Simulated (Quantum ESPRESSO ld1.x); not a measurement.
Q: Zr XXVII, 14 electrons, occupied as [He] 2s2 2p5.75 3s2 3p2.25 (fractional occupations, a model configuration). Calculated with ld1.x of Quantum ESPRESSO 7.5: Dirac Kohn-Sham, revPBE, spin-unpolarised, spherical densities, point nucleus; open shells are shared between the two j in proportion to 2j + 1. Some entries of the table are withheld. Estimate them.

| orbital | occ. | eigenvalue (hartree) | <1/r> (bohr^-1) |
|---|---|---|---|
| 1s1/2 | 2 | -702.050 | (1) |
| 2s1/2 | 2 | -135.569 | (2) |
| 2p1/2 | 1.91667 | -128.470 | 9.441 |
| 2p3/2 | 3.83333 | -125.211 | 9.040 |
| 3s1/2 | 2 | (3) | 3.746 |
| 3p1/2 | 0.75 | (4) | (5) |
| 3p3/2 | 1.5 | (6) | (7) |

A: 
(1) 1s1/2 <1/r> (bohr^-1): 41.27
(2) 2s1/2 <1/r> (bohr^-1): 9.493
(3) 3s1/2 eigenvalue (hartree): -51.0307
(4) 3p1/2 eigenvalue (hartree): -48.5517
(5) 3p1/2 <1/r> (bohr^-1): 3.685
(6) 3p3/2 eigenvalue (hartree): -47.7909
(7) 3p3/2 <1/r> (bohr^-1): 3.586
